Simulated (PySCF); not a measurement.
H7OSi2, SMILES [OH+]([SiH3])[SiH3], charge +1.

The structure is a stationary point at PBE0-D3(BJ)/def2-SVP. A frequency run showed that this geometry is not a minimum. The isomer is the one that the SMILES or the coordinates give; other isomers of the formula were not compared.

Method: TDA-LC-ωPBE/def2-SVPD run with PySCF 2.14.0.

Vertical excitations. The molecule is in vacuum.

Computed UV-visible absorptions:
| state | energy (eV) | λ (nm) | f | main pairs |
|---|---|---|---|---|
| S1 | 7.77 | 160 | 0.002 | HOMO→LUMO 84 % |
| S2 | 8.16 | 152 | 0.002 | HOMO−1→LUMO 55 %, HOMO−2→LUMO 19 %, HOMO→LUMO+1 14 % |
| S3 | 8.27 | 150 | 0.002 | HOMO−2→LUMO 50 %, HOMO−1→LUMO 24 %, HOMO→LUMO+1 12 %, HOMO−3→LUMO+1 9 % |
| S4 | 8.61 | 144 | 0.011 | HOMO−3→LUMO 71 %, HOMO−1→LUMO+1 19 % |
| S5 | 9.89 | 125 | 0.030 | HOMO→LUMO+2 31 %, HOMO→LUMO+3 17 %, HOMO−1→LUMO+8 7 %, HOMO→LUMO+4 7 % |
| S6 | 9.96 | 125 | 0.000 | HOMO−1→LUMO+3 18 %, HOMO−1→LUMO+2 18 %, HOMO→LUMO+5 14 %, HOMO−2→LUMO+4 10 % |
| S7 | 10.21 | 121 | 0.005 | HOMO−5→LUMO 31 %, HOMO−2→LUMO+1 18 %, HOMO→LUMO+2 10 %, HOMO→LUMO+4 9 % |
| S8 | 10.60 | 117 | 0.059 | HOMO→LUMO+2 34 %, HOMO−2→LUMO+5 14 %, HOMO→LUMO+4 13 %, HOMO−5→LUMO 12 % |
| S9 | 10.72 | 116 | 0.001 | HOMO→LUMO+1 36 %, HOMO−2→LUMO+2 21 %, HOMO−2→LUMO 14 %, HOMO→LUMO+5 11 % |
| S10 | 10.82 | 115 | 0.334 | HOMO→LUMO+3 51 %, HOMO→LUMO+4 14 % |
| T1 | 7.10 | 175 | 0 | HOMO→LUMO 76 %, HOMO−2→LUMO+1 15 % |
| T2 | 7.44 | 167 | 0 | HOMO−2→LUMO 32 %, HOMO−1→LUMO 31 %, HOMO→LUMO+1 23 % |
| T3 | 7.52 | 165 | 0 | HOMO−1→LUMO 40 %, HOMO−2→LUMO 29 %, HOMO−3→LUMO+1 16 % |
| T4 | 7.71 | 161 | 0 | HOMO−3→LUMO 63 %, HOMO−1→LUMO+1 24 % |
Triplets are in the Tamm–Dancoff approximation.
